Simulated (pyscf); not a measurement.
Single points on ωB97X-D3(BJ)/def2-SVP structures (PySCF, gas phase). Correlated levels are frozen-core, on RHF or UHF. ΔMP2 is the change of the MP2 total energy from the triple- to the quadruple-zeta basis.

Q: For the elementary gas-phase step H₃Ge–AsH₂ -> AsH₃ + GeH₂ [singlet] (singlet surface; As–Ge, Ge–H broken, As–H formed), what barrier and reaction energy does CCSD(T)/def2-TZVPP + ΔMP2(QZVPP) give, measured from the reactant's lowest minimum found?

A: ΔE‡ = 2.24 eV, ΔE = +2.16 eV. Zero-point energy shifts the barrier by -0.08 eV. It is a 1,1-elimination, with an imaginary mode of 695i cm⁻¹. On the product side the descent ends in an adduct with a As–Ge contact, 0.38 eV under the separated species and 0.38 eV under the saddle at ωB97X-D3(BJ)/def2-TZVP. What is counted as broken (As–Ge) persists as a longer contact in the product adduct; parting that adduct is a step of its own. At ωB97X-D3(BJ)/def2-TZVP the barrier from the zero used here is 2.38 eV. One saddle was located; it need not be the lowest between these sides. The CCSD(T) − MP2 part came from Ansatz, without density fitting, on the same reference. The frozen core leaves the outer d or s,p core shells of the metals and heavy elements correlated in the MP2 and CC values, and def2-TZVPP describes them poorly, which can shift differences by a few kcal/mol. Elements up to Kr have no core potential and no relativistic terms here.
